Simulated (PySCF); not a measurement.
## Orbital levels and atomic charges

System: [C8H16NaO4S2]+ (cation solvate), SMILES O=S1(=O)CCCC1.O=S1(=O)CCCC1.[Na+].

Cartesian coordinates (Å):
```
  1 O    -0.030    0.944   -2.153
  2 S     1.318    1.295   -1.757
  3 O     1.455    1.227   -0.320
  4 C     2.549    0.270   -2.614
  5 C     3.025    1.214   -3.701
  6 C     3.131    2.612   -3.080
  7 C     1.800    2.919   -2.419
  8 O    -0.701   -1.514    0.706
  9 S    -1.693   -0.987    1.615
 10 O    -2.008    0.386    1.280
 11 C    -3.192   -2.017    1.676
 12 C    -3.057   -2.694    3.027
 13 C    -2.450   -1.670    3.993
 14 C    -1.182   -1.140    3.351
 15 Na   -0.560    0.450   -0.204
 16 H     3.327    0.026   -1.897
 17 H     2.066   -0.627   -2.984
 18 H     3.989    0.902   -4.103
 19 H     2.302    1.230   -4.519
 20 H     3.372    3.351   -3.843
 21 H     3.925    2.619   -2.331
 22 H     1.863    3.633   -1.605
 23 H     1.034    3.211   -3.133
 24 H    -4.042   -1.344    1.628
 25 H    -3.193   -2.701    0.835
 26 H    -4.023   -3.038    3.394
 27 H    -2.395   -3.557    2.945
 28 H    -2.243   -2.129    4.960
 29 H    -3.154   -0.851    4.146
 30 H    -0.873   -0.168    3.717
 31 H    -0.361   -1.850    3.391
```

Method: LC-wPBE/6-31G*, gas phase, PySCF, fitting set def2-universal-JFIT up to Ne and JKFIT beyond, grid level 1.

Tight-binding distances from s-block cations to their ligands are unreliable.

Problem. Give the orbital energies near the gap.

Solution. 
```csv
orbital,eV
HOMO-4,-15.54
HOMO-3,-15.22
HOMO-2,-15.20
HOMO-1,-14.53
HOMO,-14.52
LUMO,-0.92
LUMO+1,-0.61
LUMO+2,-0.46
LUMO+3,-0.08
```

Problem. Give the partial charges of the non-hydrogen atoms.

Solution. 
| atom | Mulliken | IAO | Hirshfeld |
| --- | --- | --- | --- |
| O1 | -0.56 | -0.92 | -0.31 |
| S2 | 1.28 | 1.95 | 0.55 |
| O3 | -0.55 | -0.91 | -0.31 |
| C4 | -0.57 | -0.46 | -0.04 |
| C5 | -0.37 | -0.27 | -0.05 |
| C6 | -0.37 | -0.27 | -0.05 |
| C7 | -0.57 | -0.46 | -0.04 |
| O8 | -0.55 | -0.91 | -0.31 |
| S9 | 1.27 | 1.95 | 0.55 |
| O10 | -0.56 | -0.92 | -0.31 |
| C11 | -0.57 | -0.46 | -0.04 |
| C12 | -0.37 | -0.27 | -0.05 |
| C13 | -0.37 | -0.27 | -0.05 |
| C14 | -0.57 | -0.46 | -0.04 |
| Na15 | 0.46 | 0.79 | 0.38 |
